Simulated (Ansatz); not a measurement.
CH₇AlBFOSi from Hartree–Fock to CCSD(T)

```tsv
atom	x (Å)	y (Å)	z (Å)
O1	-0.7432	0.9244	-0.9798
C2	-0.8150	-0.5357	-0.5413
Si3	-1.4114	-0.6753	1.2126
Al4	0.9865	0.0093	-1.1086
B5	2.4055	0.7222	0.3486
F6	2.2295	1.8993	0.9425
H7	-1.2834	1.0691	-1.7622
H8	-1.3853	-1.1038	-1.2762
H9	-0.5165	0.1042	2.1084
H10	-1.3412	-2.1163	1.5760
H11	-2.8075	-0.1927	1.4165
H12	1.2860	-0.2374	-2.6541
H13	3.3961	0.1327	0.7176
```

Total charge 0; spin multiplicity 1. The bonds changed during the relaxation, so this is another structure than the one it started from. All single points use the PBE0-D4/def2-TZVP geometry. It is one conformer, not always the lowest. Frozen core, restricted reference, the Gaussian-basis code of Ansatz. CBS rows extrapolate triple and quadruple zeta; past MP2 they add the triple-zeta difference.

| basis | HF (Eh) | MP2 corr. |
| --- | --- | --- |
| def2-TZVPP | -771.90583 | -0.96019 |
| def2-QZVPP | -771.93305 | -1.03633 |

Problem. Estimate the CCSD correlation energy and the (T) correction in each basis where they were run (hartree).

Solution. 
| basis | CCSD corr. | (T) |
| --- | --- | --- |
| def2-TZVPP | -1.01521 | -0.03615 |
| CBS(def2) | -1.14775 | as TZ |
